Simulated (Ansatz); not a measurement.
Consider the formal exchange of groups at a Te–C bond: `[SiH3][SiH2]C[TeH]` + `ClC1(Cl)CC1` → `ClC1([TeH])CC1` + `[SiH3][SiH2]CCl`.

Gas-phase electronic energies from Ansatz, PBE0-D4/def2-TZVP geometries. CCSD(T)/CBS is the MP2 limit (def2-TZVPP, def2-QZVPP) plus CCSD(T) − MP2 in def2-TZVPP, frozen cores. DFT in def2-TZVPP. B3LYP here is the variant with VWN-RPA as its local correlation; programs differ in this. def2 core potentials past Kr. For Te outer-core shells are correlated without core-valence functions, which leaves a few kJ/mol of doubt a bond. One conformer a species, not always the lowest.

```
             level  ΔE (eV)
            PBE-D4     0.16
          B3LYP-D4     0.13
           ωB97X-V     0.14
            r2SCAN     0.16
SCS-MP2/def2-TZVPP     0.12
   CCSD/def2-TZVPP     0.13
    MP2/def2-QZVPP     0.15
SCS-MP2/def2-QZVPP     0.12
```

Task: What does CCSD(T)/CBS give? (Estimate.)

Result: Computed: +0.15 eV. The listed levels differ from it by 0.01, -0.02, -0.01, 0.01, -0.03, -0.02, 0.00, -0.03 eV.

Largest T1 diagnostic among the species: 0.012.

The D4 term adds +0.04 eV with B3LYP and +0.02 eV with PBE0; it sums over pairs of atoms, weighted by their polarisabilities, and B3LYP, whose exchange is more repulsive, gets the larger term. In def2-TZVPP, CCSD(T) changes the Hartree–Fock value by +0.07 eV (the triples alone add +0.01 eV) and MP2 by +0.07 eV.
